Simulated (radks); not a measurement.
Values are calculated unless marked as measured or tabulated.
Valence configurations of neutral neodymium (all share [Xe]). Code: a radial shooting solver on a logarithmic mesh with Libxc functionals. Model: Dirac Kohn-Sham, LDA (Slater exchange, Perdew-Wang correlation), spin-unpolarised, spherical densities, point nucleus; open shells are shared between the two j in proportion to 2j + 1. Energies are relative to 4f4 6s2; eigenvalues in eV.

valence	E (eV)	e(4f5/2)	e(4f7/2)	e(5d3/2)	e(5d5/2)	e(6p1/2)
4f4 6s2	0.000	-2.169	-1.764	-	-	-
4f4 6s1 6p1	2.414	-3.360	-2.954	-	-	-1.975
4f3 6s2 6p1	4.122	-10.503	-10.043	-	-	-2.433
4f3 6p3	10.453	-12.672	-12.211	-	-	-3.285
4f2 5d1 6s2 6p1	11.745	-16.980	-16.472	-6.576	-6.242	-2.551
4f5 6s1	3.135	-0.553	-0.192	-	-	-
4f4 5d0.5 6s1.5	0.826	-1.566	-1.163	-1.788	-1.632	-
4f4 5d1 6s1	1.717	-1.094	-0.693	-1.503	-1.359	-
4f3 5d1 6s2	1.856	-7.374	-6.918	-3.197	-2.968	-

NIST lists [Xe] 4f4 6s2 as the ground configuration; this level of theory agrees among the configurations tried. The energies are those of spherical spin-averaged densities, not of single terms. No valid solution was reached for [Xe] 4f6.
